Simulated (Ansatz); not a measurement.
Ansatz (an electronic-structure program) input:
A basis named .json is the Basis Set Exchange file of that set.

Ansatz 0.2 input:
```yaml
crystal:
  periodic: [false, false, false]
  atoms:
    - {symbol: Te, position_ang: [-0.00086602, 0.04357642, -0.00046690]}
    - {symbol: H, position_ang: [-1.16344719, -1.15662377, 0.00586249]}
    - {symbol: H, position_ang: [1.20848046, -1.10935031, 0.01841644]}
basis:
  gaussian:
    orbitals: def2-TZVPPD.json
    fitting: {mean_field: def2-universal-jkfit, correlation: def2-TZVPPD-RIFIT.json}
total_charge: 1
magnetization: {spin_polarized: true, initial_magnetization: 1}
correlation: {method: mp2, electrons: outside_noble_gas}
```

Task: Which total energy does the run end on?

Result: -267.97597 Eh (RI-MP2/def2-TZVPPD). The basis has 93 functions.
